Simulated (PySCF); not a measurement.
**Energy of Mn(2+) (manganese, charge +2) between two integer charges**

The 3d alpha orbital of [Ar] 3d5 is emptied in steps (occupation f), with all orbitals relaxed, ending at [Ar] 3d4. Computed with PySCF 2.14 in aug-pcseg-2 (7s5p4d3f2g, 81 functions), with the non-relativistic Hamiltonian (point nucleus). The exact energy is a straight line in f; departures are measured from the line between the end points of the same method.

| f | PBE0 (eV) | r2SCAN (eV) | LC-wPBE (eV) |
| --- | --- | --- | --- |
| 1 | 0.000 | 0.000 | 0.000 |
| 0.8 | -0.909 | -1.245 | -0.492 |
| 0.6 | -1.373 | -1.877 | -0.750 |
| 0.4 | -1.383 | -1.885 | -0.763 |
| 0.2 | -0.928 | -1.261 | -0.516 |
| 0 | 0.000 | 0.000 | 0.000 |

For r2SCAN, how does the orbital energy at f = 1 compare with the removal energy?

−ε = 26.331 eV against a total-energy difference of 34.063 eV. By Janak's theorem ε = ∂E/∂f, so the gap between them reflects the curvature. Along the path −ε is 29.360 (f = 0.8), 32.455 (f = 0.6), 35.598 (f = 0.4), 38.773 (f = 0.2) eV.

```csv
method,E(f=0) − E(f=1) (eV),−ε at f=1 (eV),−ε at f=0.4 (eV)
PBE0,34.052,28.417,35.157
r2SCAN,34.063,26.331,35.598
LC-wPBE,34.141,31.119,34.716
```

Reference removal energy between the ground levels: 33.668 ± 0.012 eV (measured; NIST Atomic Spectra Database, ionization energies). The calculation has no spin-orbit coupling. The determinant left behind need not be the lowest term of the ion.
